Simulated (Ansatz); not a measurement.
A run for Ansatz (an electronic-structure program): R-wB97M-V/def2-TZVPP on C2H3BO2 (SMILES C#CB(O)O), a point of a torsion scan.

Ansatz 0.2 input:
```yaml
crystal:
  periodic: [false, false, false]
  atoms:
    - {symbol: C, position_ang: [1.98675632, 0.50928217, 0.12787798]}
    - {symbol: C, position_ang: [0.84692390, 0.13821773, 0.03255819]}
    - {symbol: B, position_ang: [-0.61805093, -0.34375554, -0.09447709]}
    - {symbol: O, position_ang: [-1.09682219, -1.36851820, 0.66578275]}
    - {symbol: O, position_ang: [-1.48464997, 0.27178554, -0.92498393]}
    - {symbol: H, position_ang: [2.98476622, 0.83182546, 0.21337683]}
    - {symbol: H, position_ang: [-1.03883088, -1.29858850, 1.61231706]}
    - {symbol: H, position_ang: [-1.12233413, 0.92337791, -1.52302424]}
basis:
  gaussian:
    orbitals: def2-TZVPP
hamiltonian:
  xc: {name: wB97M-V}
scf: {lower_state_search: off}
```

The log:

```
WARN ansatz: RAYON_NUM_THREADS=1 ignored (pool sized by the plan → 1); use --threads N
Functional definition: wB97M-V
these checks for a lower state are left out or cut short: stability, starts, cluster_reference, orbital_swaps, neighbouring_geometries, increment
integrals: 0.12 GiB planned
1008 factors; their error is unknown
integrals: 0.15 GiB planned
241 factors; integrals over basis functions are off by at most 1.1e-5 eV
mean field: 1.07 GiB planned
mean field evaluation 1: about -6887.7515 eV, gradient 6.5e1 eV
mean field evaluation 2: about -6889.0230 eV, gradient 6.3e1 eV
mean field evaluation 4: about -6894.9654 eV, gradient 1.6e0 eV
mean field evaluation 8: about -6894.9732 eV, gradient 1.5e-1 eV
mean field evaluation 16: about -6894.9781 eV, gradient 3.6e-4 eV
mean field -6894.97814858 eV, -253.3857733764 hartree, gradient 3.7e-6 eV, S^2 0.000000; 0 other end points of the search recorded, 0 dependent functions left out
reference -6894.97819457 eV, -253.3857750663 hartree; 18, 18 occupied and 179, 179 virtual orbitals, 1008 factors
Total energy: -6894.97819457 eV, -253.3857750663 hartree
Checks for a lower state left out: stability, starts, cluster_reference, orbital_swaps, neighbouring_geometries, increment
```

The run converged.

Cost: about 12 core-seconds (a rough figure).
